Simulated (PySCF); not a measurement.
## Radial density of Cd²⁺ (cadmium, charge +2)

LDA, [Kr] 4d10, closed-shell 1S. Calculation: PySCF 2.14, in def2-TZVP with the def2 core potential (28 electrons) (6s4p3d1f, 40 functions); scalar relativity through the core potential. This is the valence pseudo-density: the core potential removes the inner electrons and smooths the orbitals near the nucleus.

```
r (bohr)  4πr²ρ (e/bohr)
  0.0290       1.207e-05
  0.0489       5.150e-05
  0.0822       0.0003708
   0.138        0.004392
   0.232         0.06905
   0.391           1.517
   0.658           14.67
    1.11           16.08
    1.86           3.201
    3.13          0.1721
    5.26       0.0009089
```

Energies and moments cover only the electrons outside the core potential.
